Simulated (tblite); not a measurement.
C3H9OSi (doublet state).
Geometry (GFN2-xTB, Å), atoms numbered from 1 in this order:
```
atom  x, y, z in Å
C1     1.9114   -0.5839    0.7034
O2     1.4428   -0.0398   -0.5029
Si3   -0.0745    0.3756   -0.9410
C4    -0.7956    1.7492    0.1731
C5    -1.2623   -1.1200   -0.9380
H6     1.4417   -1.5501    0.9029
H7     1.7076    0.0900    1.5392
H8     2.9886   -0.7222    0.6092
H9    -1.7720    2.0687   -0.1760
H10   -0.9137    1.3931    1.1972
H11   -0.1509    2.6228    0.2014
H12   -1.3860   -1.5096    0.0731
H13   -0.8921   -1.9302   -1.5595
H14   -2.2456   -0.8439   -1.3042
```

The geometry is computed with GFN2-xTB (gas phase). This method treats the open shell by occupation alone, without spin polarisation.

Masses are those of the commonest isotopes; rigid-rotor values at the optimised geometry. The values belong to one conformer with, in the numbering `[CH3:1][O:2][Si:3]([CH3:4])[CH3:5]`, C1–O2–Si3–C4 62°.

Q: What are A, B and C (cm⁻¹)?

A: Ia = 106.75, Ib = 168.13, Ic = 225.40 u·Å²; 505379 MHz·u·Å²/I gives 4734, 3006 and 2242 MHz, that is A = 0.15791, B = 0.10027, C = 0.07479 cm⁻¹.

Q: What kind of rotor is it?

A: An asymmetric top. Ray's parameter κ = (2B − A − C)/(A − C) = -0.387; −1 is the prolate and +1 the oblate limit.

Q: Is it planar, by Δ = Ic − Ia − Ib?

A: Not planar: Δ = Ic − Ia − Ib = -49.48 u·Å². For a rigid frame Δ = −2 Σ m c², so Σ m c² = 24.74 u·Å² lies off the ab plane: 7.13 from hydrogen and 17.61 from heavier atoms. The atom farthest from that plane is 1.44 Å away.

Q: Give the other two planar moments, Paa and Pbb, and the rms extents of the mass along the axes.

A: Paa = Σ m a² = (Ib + Ic − Ia)/2 = 143.39 and Pbb = Σ m b² = (Ia + Ic − Ib)/2 = 82.01 u·Å². With the mass M = 89.04 u, the rms extents √(P/M) along a, b and c are 1.27, 0.96, 0.53 Å.

Q: Estimate the classical rotational partition function at 10 K, 50 K and 500 K.

A: Point group Cs, symmetry number σ = 1; q = (√π/σ)·√((kT/h)³/(ABC)), k/h = 20836.6 MHz/K: 944 at 10 K, 10600 at 50 K, 334000 at 500 K.

For this open shell read J as N, the rotation without spin; fine and hyperfine splittings come on top. Its GFN2-xTB frequencies are all real (lowest 43 cm⁻¹). Zero-point vibration and centrifugal distortion are left out.

Hardware: Arm Neoverse N1, one thread, no GPU, on a shared host. Cost: 0.32 s of wall time. This is the geometry optimisation.
